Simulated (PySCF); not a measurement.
A structure optimised at PBE-D3(BJ)/def2-SVP, used in a PySCF frequency run:

```
Se
Cl 1 2.2174
Cl 1 2.2174 2 101.87
Cl 1 2.3557 2 93.68 3 94.55
Cl 1 2.3557 2 93.68 4 170.90
```
Charge 0, spin multiplicity 1.

Question: Write its SMILES, formula and point group.

Answer: Cl[Se](Cl)(Cl)Cl, Cl₄Se, C2v

Question: What are its rotational constants (standard atomic weights)?

Answer: 1.5685, 1.0079, 0.84299 GHz
